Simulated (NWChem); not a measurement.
Species: C₂H₇O cation; SMILES C([OH2+])C

```xyz
10

C      0.2800    -1.2776     0.0000
C     -0.6073    -0.0758     0.0000
O      0.1964     1.2190     0.0000
H     -0.3734    -2.1651     0.0000
H      0.9072    -1.3419    -0.9018
H      0.9072    -1.3419     0.9018
H     -1.2308     0.0392     0.8957
H     -1.2308     0.0392    -0.8957
H      0.7484     1.3517    -0.7956
H      0.7484     1.3517     0.7956
```
Atoms are numbered in this order, from 1.

Results from NWChem. Geometry: optimised at PBE0/def2-SVP. Level: B3LYP/def2-SVP with SMD (1 M gas to 1 M solution), gas-phase geometry. Reactions with the solvent are ignored.

```json
[
 {"solvent": "water", "dielectric constant": "78.4", "solvation free energy (kcal/mol)": "-74.7", "cavity-dispersion-structure term (kcal/mol)": "3.1"},
 {"solvent": "methanol", "dielectric constant": "32.6", "solvation free energy (kcal/mol)": "-76.3", "cavity-dispersion-structure term (kcal/mol)": "0.0"},
 {"solvent": "N,N-dimethylformamide", "dielectric constant": "37.2", "solvation free energy (kcal/mol)": "-65.5", "cavity-dispersion-structure term (kcal/mol)": "-0.6"},
 {"solvent": "2-propanol", "dielectric constant": "19.3", "solvation free energy (kcal/mol)": "-74.0", "cavity-dispersion-structure term (kcal/mol)": "-0.4"}
]
```
